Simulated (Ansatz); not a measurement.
A nudged elastic band was laid between two geometries of ClF2HSi + FH (7 atoms, charge 0, multiplicity 1).

These are results of RHF/def2-SVP (Ansatz 0.2.0), not measurements.

```json
{
  "movable images": "5",
  "climbing image": "yes",
  "spring": "5.0 eV/Å²",
  "optimiser": "quadratic models (default)",
  "start path": "through a guess of the saddle point",
  "force threshold": "0.05 eV/Å",
  "iteration limit": "60",
  "end points": "relaxed"
}
```

Image 0:

```xyz
7
Properties=species:S:1:pos:R:3
Si -0.423 -0.543 -0.605
Cl 1.614 -0.588 -0.722
F -0.986 -1.397 -1.823
F -0.903 0.951 -0.848
H -0.934 -1.084 0.636
H 1.181 1.559 1.545
F 0.450 1.103 1.817
```

Image 6:

```xyz
7
Properties=species:S:1:pos:R:3
Si -0.981 -0.072 -0.287
Cl 2.672 -0.548 0.731
F -0.392 -0.317 -1.734
F -2.471 0.437 -0.453
H -0.932 -1.267 0.526
H 2.259 0.652 0.843
F -0.155 1.114 0.374
```

(1) Which bonds break or form, and what moves?

(2) Give the energies along the band, and the barrier.

(3) What is the geometry of the highest image?

Results:

(1) Bonds broken: Si1–Cl2, H6–F7. Bonds formed: Si1–F7, Cl2–H6. ClF2HSi + FH becomes ClH + F3HSi.

(2) The forces met the threshold. The highest image is number 3 of 0 to 6, 38.7 kcal/mol above the first end and 50.9 kcal/mol above the last; the last end lies 12.2 kcal/mol below the first. Neighbouring images differ by up to 1.5 eV, so the band resolves the path poorly. A vibrational analysis at the climbing image gives one clearly imaginary mode, 501i cm⁻¹: a first-order saddle point. The orbitals stay closed-shell, which can raise the energy where a bond breaks towards radicals; this wasn't checked here.

```csv
image,path coordinate (Å),energy (kcal/mol),Si1–Cl2 (Å),H6–F7 (Å),Si1–F7 (Å)
0,0.00,0.0,2.04,0.90,3.06
1,1.84,2.0,2.04,0.90,3.97
2,3.68,3.7,2.06,0.90,3.20
3,5.52,38.7,2.44,1.02,1.83
4,6.15,5.6,2.82,1.60,1.63
5,6.79,-10.4,3.35,2.08,1.60
6,7.42,-12.2,3.82,2.50,1.59
```

(3) 
```xyz
7
Properties=species:S:1:pos:R:3
Si -0.512 -0.205 -0.163
Cl 1.765 -0.870 0.409
F -0.192 -0.414 -1.696
F -1.811 0.726 -0.228
H -0.951 -1.268 0.709
H 1.291 0.767 0.558
F 0.411 1.264 0.410
```

Run time: 34 s on 2 threads of AMD EPYC 9R45 96-Core Processor (Zen 5) (shared host), peak memory 0.19 GiB.
